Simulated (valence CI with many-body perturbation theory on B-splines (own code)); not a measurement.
# Tc XII: E2, M1, M2 decay

Computed by relativistic CI+MBPT: four valence electrons over a frozen Dirac-Fock core [Ar] 3d10, a basis of 11 s, 11 p, 9 d, 7 f, 5 g, 2 h, 1 i functions for each j, with the one-electron correlation potential Σ1, the two-electron term Σ2, the three-electron term Σ3, Breit, model QED; selected CI, second order for the rest, scaled by the run's own slope (own B-spline code, finite nucleus).

No measured spectrum was set against this ion. As an estimate, levels hold to about 250 cm⁻¹ or 0.2 % of their energy and the worst to 1 %, as in measured heavy ions of charge 2 to 7; those with d or f electrons hold less well.

Lines 1 to 13 of 13 in falling wavelength, among levels below 761250 cm⁻¹, chosen from the decays that carry over 1 % of a level's rate. Wavelengths and rates use the calculated energies, so an error of 700 cm⁻¹ moves a line at 3142 Å by 2.2 % and its rate by three times that or more. Electric multipoles are in the length gauge, E1 and E2 with the static RPA response of the core. S is in atomic units (e²a₀⁴ for E2 and M2, e²a₀⁶ for E3), for M1 in squared Bohr magnetons. Weak lines are less certain than strong ones. Lines between different terms over intervals too small for the method are left out, as are lines whose strength nearly cancels.

Names give the largest LS component (configuration and term), which can be under half, so a name can repeat, a term be missing and a line seem to break the LS rules; names also repeat where a configuration has a term twice.

| λ vac (Å) | Upper | Lower | Type | A (s⁻¹) | S (a.u.) |
| --- | --- | --- | --- | --- | --- |
| 9548 | 4s2 4p2 3P_2 | 4s2 4p2 3P_1 | M1 | 1.02e+01 | 1.65e+00 |
| 4986 | 4s2 4p 4d 3F°_4 | 4s2 4p 4d 3F°_3 | M1 | 1.56e+02 | 6.47e+00 |
| 4647 | 4s2 4p2 3P_1 | 4s2 4p2 3P_0 | M1 | 1.60e+02 | 1.78e+00 |
| 3142 | 4s2 4p2 1D_2 | 4s2 4p2 3P_2 | M1 | 2.96e+02 | 1.70e+00 |
| 3126 | 4s2 4p2 3P_2 | 4s2 4p2 3P_0 | E2 | 4.93e-01 | 6.56e-01 |
| 2364 | 4s2 4p2 1D_2 | 4s2 4p2 3P_1 | M1 | 3.52e+02 | 8.62e-01 |
| 1573 | 4s2 4p2 1S_0 | 4s2 4p2 3P_2 | E2 | 3.68e+01 | 3.17e-01 |
| 1351 | 4s2 4p2 1S_0 | 4s2 4p2 3P_1 | M1 | 2.48e+03 | 2.27e-01 |
| 764.8 | 4s2 4p 4d 3F°_4 | 4s 4p3 3P°_2 | E2 | 5.82e+01 | 1.22e-01 |
| 608.1 | 4s2 4p 4d 3F°_4 | 4s 4p3 3D°_3 | M1 | 2.01e+01 | 1.51e-03 |
| 577.8 | 4s2 4p 4d 3F°_4 | 4s 4p3 3D°_2 | E2 | 6.54e+01 | 3.38e-02 |
| 441.9 | 4s2 4p 4d 3F°_4 | 4s 4p3 5S°_2 | E2 | 5.66e+01 | 7.66e-03 |
| 260.8 | 4s2 4p 4d 3F°_4 | 4s2 4p2 1D_2 | M2 | 8.08e+01 | 7.83e-04 |
